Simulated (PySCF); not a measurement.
Electric field gradients and quadrupole coupling constants

Compound: Al(H2S)F3.
Structure used (PBE0-D3(BJ)/def2-SVP), in Å, numbered top down from 1:
```xyz
7
AlF3H2S angstrom
Al     0.082   -0.109   -1.017
S      0.251   -0.402    1.437
H      0.573    0.890    1.677
H     -1.065   -0.191    1.669
F      1.696   -0.140   -1.397
F     -0.670    1.375   -0.993
F     -0.866   -1.423   -1.376
```

Field gradients from the PBE0/pcSseg-1 (pcSseg-2 on Al) density (PySCF, non-relativistic), principal values in atomic units, ordered |Vxx| ≤ |Vyy| ≤ |Vzz|:

| atom | Vxx | Vyy | Vzz |
| --- | --- | --- | --- |
| Al1 | -0.3448 | -0.3985 | 0.7433 |
| S2 | 0.3052 | 1.8228 | -2.1280 |

Problem. Find the asymmetry η = (Vxx − Vyy)/Vzz and the couplings χ = eQV/h (234.96 MHz × Q in barn × V in au), with Q(27Al) = 0.1466 b, Q(33S) = −0.0678 b.

Solution. 
```
atom                    environment  nucleus     η  χzz (MHz)  χxx (MHz)  χyy (MHz)
 Al1  aluminium bonded to 3 F and S     27Al  0.07      25.60     -11.88     -13.73
  S2    sulfur bonded to Al and 2 H      33S  0.71      33.90      -4.86     -29.04
```

The tensor is traceless: Vxx + Vyy + Vzz = 0.

Problem. What is Vzz at S2 in SI units (1 au = 9.71736 × 10²¹ V/m²)?

Solution. -2.1280 au = -20.679 × 10²¹ V/m².

Problem. And the gradient at the other heavy atoms, for which no coupling is worked out here?

Solution. 
| atom | environment | Vzz (au) | η |
| --- | --- | --- | --- |
| F5 | fluorine bonded to Al | 0.733 | 0.17 |
| F6 | fluorine bonded to Al | 0.732 | 0.14 |
| F7 | fluorine bonded to Al | 0.732 | 0.18 |

Geometry: PBE0-D3(BJ)/def2-SVP; no solvent, vibrations or thermal averaging. The basis is small and wasn't made for field gradients, so the couplings can be 20 % off.
